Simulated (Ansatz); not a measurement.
`[CH3][GaH][SiH3]` + BH₃ → `[BH2][GaH][SiH3]` + CH₄  (formal exchange of groups at a Ga–C bond)

Program: Ansatz. Geometries: PBE0-D4/def2-TZVP. ΔE: electronic, gas phase. CCSD(T)/CBS is the MP2 limit (def2-TZVPP, def2-QZVPP) plus CCSD(T) − MP2 in def2-TZVPP, frozen cores. This one scheme is used for every species. Functionals use def2-TZVPP. For Ga outer-core shells are correlated without core-valence functions, which leaves a few kJ/mol of doubt a bond. Scalar relativity is left out up to krypton.

```json
{"species": "`[CH3][GaH][SiH3]`", "BHLYP-D4 energy (Eh)": "-2256.62672"}
{"species": "BH₃", "BHLYP-D4 energy (Eh)": "-26.60179"}
{"species": "`[BH2][GaH][SiH3]`", "BHLYP-D4 energy (Eh)": "-2242.72904"}
{"species": "CH₄", "BHLYP-D4 energy (Eh)": "-40.50336"}
```

(1) Work out ΔE.

Largest T1 diagnostic among the species: 0.014.

## Answers

(1) ΔE = (-2242.72904) + (-40.50336) − (-2256.62672) − (-26.60179) = -0.00389 Eh = -10.2 kJ/mol. CCSD(T)/CBS gives -11.6 kJ/mol.

Leaving LDA and LC-ωPBE aside and taking each functional with its dispersion term where it has one, the values, not all of them listed here, spread over 14.3 kJ/mol, from PBE-D4 to BHLYP-D4. From PBE to PBE0 (25 % exact exchange), in def2-TZVPP and without D4, ΔE moves by +5.8 kJ/mol.
